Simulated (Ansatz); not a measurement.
Cost and result up the ladder for trans-RuCl2(PF3)4 (P₄RuCl₂F₁₂) (19 atoms). Charge 0, multiplicity 1. Geometry: PBE-D4/def2-SVP.

Cartesian coordinates in Å:
```
Cl -1.126 -0.370 2.119
Cl 1.123 0.372 -2.118
F 0.757 -3.016 -1.337
F -1.317 -3.029 -0.082
F 0.823 -3.009 1.086
F 0.397 2.722 1.827
F -1.772 2.695 0.715
F 0.217 3.338 -0.511
F 2.942 1.371 0.611
F 3.114 -1.045 0.338
F 2.346 -0.106 2.438
F -1.980 -1.057 -2.424
F -2.195 1.345 -2.070
F -3.326 -0.211 -0.594
P 0.080 -2.259 -0.109
P -0.277 2.194 0.481
P 2.086 0.051 0.874
P -1.890 0.014 -1.245
Ru -0.001 0.000 0.000
```

Ansatz on 2 threads of AMD EPYC 7R13 on a shared host and a share (18 GiB) of an NVIDIA H100 80GB HBM3. Times are rough, and most runs start from the orbitals of an earlier one. PBE0-D4/def2-TZVP serves as the yardstick here, not as an exact answer. Differences are given only for rows in sets of like size (and for xTB, whose basis is part of the method), since another set adds its own error. Binding counts from free atoms at the same level (Cl doublet, F doublet, P quartet, Ru quintet; other spins of the atoms weren't run), without zero-point energy or a counterpoise term.

In the def2 sets Ru takes a core potential; there is no spin–orbit coupling. Correlated methods freeze 42 core orbitals; core or outer-core shells of Ru are correlated, in sets that lack core-valence functions. The rows differ in basis, and correlated rows in double-zeta sets carry the largest basis error. Single mean-field runs in def2-TZVP are fitted with def2-universal-jkfit. No other spin state of charge 0 was run. Another isomer (singlet) lies 0.36 eV lower at PBE0-D4/def2-TZVP; other spin states weren't run for this one.

Correlated methods converge slowly with the basis, most of all in double-zeta sets.

| level | functions | wall time | binding energy per atom (eV) | difference from PBE0-D4/def2-TZVP (eV) |
| --- | --- | --- | --- | --- |
| PBE0-D4/def2-SVP | 307 | 6.5 s | 3.84 | – |
| PBE-D4/def2-SVP | 307 | 7 s | 4.14 | – |
| MP2/def2-SVP | 307 | 7.5 s | 3.72 | – |
| r2SCAN-D4/def2-TZVP | 634 | 8 s | 4.05 | 0.10 |
| r2SCANh-D4/def2-TZVP | 634 | 9 s | 3.96 | 0.01 |
| PBE-D4/def2-TZVP (with forces) | 634 | 9.5 s | 4.20 | 0.25 |
| RPA@PBE/def2-SVP | 307 | 11 s | 3.17 | – |
| PBE0-D4/def2-TZVP | 634 | 11 s | 3.95 | 0.00 |
